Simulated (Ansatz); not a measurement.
The cluster Cs2Cl2: single points at one geometry.

```yaml
crystal:
  periodic: [false, false, false]
  atoms:
    - {symbol: Cs, position_ang: [-0.869289, -1.837740, 1.084710]}
    - {symbol: Cs, position_ang: [0.869204, 1.837808, -1.084669]}
    - {symbol: Cl, position_ang: [-1.168848, -0.486560, -1.760781]}
    - {symbol: Cl, position_ang: [1.168942, 0.486492, 1.760740]}
basis:
  gaussian: {orbitals: def2-TZVP, initial_orbitals: start.molden}
hamiltonian: {xc: {text: "exchange = 0.65*pbe_x + 0.35*exact_x\ncorrelation = pbe_c"}}
scf: {omitted_lower_state_checks: [starts]}
output: {orbitals: {seedname: orbitals}}
```

The file start.molden holds the orbitals of an earlier run on this structure, at another level or in another basis.

```sh
$ ansatz run in.yaml --threads 4 --pin off --events-out ev --progress --plain --max-ram 3916MiB
```

It prints (some lines left out):

```
Functional definition: unnamed
1206 factors; their error is unknown
mean field evaluation 1: about -26141.3160 eV, gradient 4.6e0 eV
mean field evaluation 2: about -26141.3259 eV, gradient 2.3e-2 eV
mean field evaluation 4: about -26141.4425 eV, gradient 4.8e-5 eV
mean field -26141.44248429 eV, -960.6802919916 hartree, gradient 5.2e-5 eV, S^2 0.000000; 0 other end points of the search recorded, 0 dependent functions left out
reference -26141.44255200 eV, -960.6802944800 hartree; 26, 26 occupied and 106, 106 virtual orbitals, 1206 factors
Total energy: -26141.44255200 eV, -960.6802944800 hartree
Checks for a lower state left out: starts
```

Run time 1.8 s (4 threads of Arm Neoverse V1 on a shared host).

First input, but with `gaussian: {orbitals: def2-TZVPD, initial_orbitals: start.molden}`, `hamiltonian: {xc: r2scan, dispersion: d4}` (abridged; 4.9 s):

```
Functional definition: r2SCAN
mean field -26148.09319600 eV, -960.9247011388 hartree, gradient 2.3e-5 eV, S^2 0.000000
Total energy: -26148.11245305 eV, -960.9254088225 hartree
Checks for a lower state left out: starts
```

As the first input, with `gaussian: {orbitals: def2-TZVPD, initial_orbitals: start.molden}`, `hamiltonian: {xc: pbe0, dispersion: d4}` (abridged; 2.6 s):

```
Functional definition: PBE0
mean field -26140.78896095 eV, -960.6562754518 hartree, gradient 1.5e-5 eV, S^2 0.000000
Total energy: -26140.87767598 eV, -960.6595356689 hartree
Checks for a lower state left out: starts
```

The first input with `hamiltonian: {xc: {name: B2PLYP}}` and without the key `output` (abridged; 3.4 s):

```
Functional definition: B2PLYP
mean field -26132.15577740 eV, -960.3390118080 hartree, gradient 3.0e-6 eV, S^2 0.000000
10 core orbitals not correlated: weight in the atoms' cores, before any rotation towards them, 1.000 or more for the frozen orbitals, at most 0.000 for the correlated occupied ones
second order -19.73782408 eV of doubles, -0.00000000 eV of singles
Total energy: -26137.48519719 eV, -960.5348643729 hartree
Checks for a lower state left out: starts
```

The first input with `hamiltonian: {xc: {text: "exchange = 0.50*pbe_x + 0.50*exact_x\ncorrelation = pbe_c"}}` (abridged; 1.9 s):

```
Functional definition: unnamed
mean field -26142.57181369 eV, -960.7217940817 hartree, gradient 1.4e-5 eV, S^2 0.000000
Total energy: -26142.57186703 eV, -960.7217960417 hartree
Checks for a lower state left out: starts
```

The first input with `gaussian: {orbitals: def2-TZVPP, initial_orbitals: start.molden}`, `correlation: {method: ccsd_t}` and without the key `hamiltonian` (abridged; 9.5 s):

```
Functional definition: HF
mean field -26094.72234225 eV, -958.9633584397 hartree, gradient 1.1e-6 eV, S^2 0.000000
10 core orbitals not correlated: weight in the atoms' cores, before any rotation towards them, 1.000 or more for the frozen orbitals, at most 0.000 for the correlated occupied ones
second order -18.50954603 eV of doubles, -0.00000000 eV of singles
cycle   1  -19.60728661 eV  change    -1.1e0 eV  update   6.9e-2
cycle   2  -19.96239978 eV  change   -3.6e-1 eV  update   1.7e-2
cycle   3  -19.99535563 eV  change   -3.3e-2 eV  update   7.1e-3
cycle   4  -19.99206047 eV  change    3.3e-3 eV  update   1.9e-3
cycle   5  -19.99117854 eV  change    8.8e-4 eV  update   9.0e-4
cycle   6  -19.99116984 eV  change    8.7e-6 eV  update   3.2e-4
cycle   7  -19.99116474 eV  change    5.1e-6 eV  update   9.8e-5
cycle   8  -19.99116145 eV  change    3.3e-6 eV  update   3.4e-5
perturbative correction -0.68682069 eV, -0.0252401947 hartree
Total energy: -26115.40032439 eV, -959.7232602674 hartree
Checks for a lower state left out: starts
```

The first input with `hamiltonian: {xc: {text: "exchange = 0.95*pbe_x + 0.05*exact_x\ncorrelation = pbe_c"}}` (abridged; 2.2 s):

```
Functional definition: unnamed
mean field -26139.31907373 eV, -960.6022580928 hartree, gradient 1.3e-5 eV, S^2 0.000000
Total energy: -26139.31916814 eV, -960.6022615623 hartree
Checks for a lower state left out: starts
```

Geometry: PBE-D4/def2-TZVP.

In the def2 sets Cs takes a core potential; there is no spin–orbit coupling. Correlated methods freeze 10 core orbitals; core or outer-core shells of Cs are correlated, in sets that lack core-valence functions. The structure comes from a short search, and lower isomers may exist.
